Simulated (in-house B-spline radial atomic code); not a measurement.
Ionising neutral neon with different functionals

Computed with an all-electron radial atomic-structure program (B-spline basis): scalar-relativistic (spin-free X2C) Hamiltonian, Fermi nucleus of rms radius 3.0055 fm, spin-polarised at highest spin, spherical fractional occupations for the functionals, the average over the highest-spin determinants for Hartree-Fock. The ionisation energy is the difference of two self-consistent energies, [He] 2s2 2p6 → [He] 2s2 2p5, without Breit or QED terms; ε is the level of the shell that loses the electron (its least bound occupied spin orbital).

Hybrids are left out here: with spherical fractional occupations of an open shell their exact exchange keeps a self-interaction that integer-occupation calculations don't have.

```csv
method,rung,ΔSCF (eV),-ε(2p) (eV)
Hartree-Fock,Hartree-Fock,19.79,23.12
LDA VWN5,LDA,22.17,13.54
LDA PW92,LDA,22.17,13.53
LDA exchange-only,LDA,20.49,12.04
PBE,GGA,21.97,13.33
PBEsol,GGA,21.89,13.27
BLYP,GGA,21.98,13.36
RPBE,GGA,21.90,13.27
PW91,GGA,22.08,13.43
BP86,GGA,22.07,13.42
AM05,GGA,21.87,13.26
OLYP,GGA,21.95,13.36
TPSS,meta-GGA,22.10,13.49
SCAN,meta-GGA,22.49,13.98
r2SCAN,meta-GGA,22.49,13.97
revTPSS,meta-GGA,22.02,13.43
```

(1) How do they compare with the NIST value?

## Answers

(1) NIST lists 21.565 eV (measured, ground level to ground level). Errors run from -1.77 to +0.93 eV; AM05 is closest (+0.31 eV), but part of that can be cancellation, since the calculations leave out spin-orbit coupling, Breit-QED terms, multiplet and fine-structure energies. Hartree-Fock also lacks correlation.
